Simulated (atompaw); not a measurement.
**Cutoff test, samarium, PAW (atompaw)**

samarium (Sm), PAW, made with atompaw 4.2.0.5 (PBE, scalar-relativistic). Core [Xe], reference 4f6 5d0 6s2 6p0. Waves: 6s (bound): rc 3.00 bohr; 6s channel at 0.4 Ry: rc 3.00 bohr; 6p (bound, empty): rc 3.00 bohr; 6p channel at 0.85 Ry: rc 3.00 bohr; 5d (bound, empty): rc 3.00 bohr; 5d channel at 4.95 Ry: rc 3.00 bohr; 4f (bound): rc 0.80 bohr; 4f channel at 0.95 Ry: rc 0.80 bohr. Local part: bessel scheme, radius 2.40 bohr. Core correction: smooth core density matched at 1.65 bohr. Augmentation charge: sinc compensation charge, radius 2.95 bohr; PAW radius 3.00 bohr; waves and projectors: custom rrkj vanderbiltortho.

The pseudo-atom Hamiltonian at the reference potential is diagonalised in spherical Bessel functions j_l(qr) that vanish at 20 bohr, with q² up to the cutoff. All-electron valence levels (Ry): 6s -0.2633, 6p -0.0888, 5d -0.1237, 4f -0.1817.

Problem. How do the lowest levels (Ry) of each channel move with the cutoff, and are there ghosts?

Solution.

```tsv
cutoff (Ry)	s #1	s #2	s #3	p #1	p #2	d #1	d #2	f #1	f #2	Σ f·Δε (mRy)
8	-1.5312	-0.2633	0.0012	-0.0952	0.0449	-0.1181	0.0470	0.0911	0.2000	1634.9
18	-1.5338	-0.2633	0.0012	-2.0540	-0.0884	-0.1237	0.0467	0.0911	0.1998	1634.7
35	-1.5342	-0.2633	0.0012	-2.2645	-0.0887	-0.1237	0.0467	0.0910	0.1997	1634.6
55	-1.5342	-0.2633	0.0012	-2.2694	-0.0887	-0.1237	0.0467	0.0910	0.1996	1634.5
90	-1.5342	-0.2633	0.0012	-2.2709	-0.0888	-0.1237	0.0467	0.0910	0.1992	1634.3
140	-1.5342	-0.2633	0.0012	-2.2712	-0.0888	-0.1237	0.0467	0.0255	0.0919	1241.4
230	-1.5342	-0.2633	0.0012	-2.2713	-0.0888	-0.1237	0.0467	-0.1788	0.0913	15.7
400	-1.5342	-0.2633	0.0012	-2.2713	-0.0888	-0.1237	0.0467	-0.1814	0.0913	0.0
```

Result: ghost states, extra bound levels that the all-electron valence spectrum of the same l lacks: p at -30.9 eV, s at -20.9 eV (a true bound ghost makes a file unfit for plane-wave use); 10 mRy is reached at 300 Ry and 1 mRy at over 300 Ry.
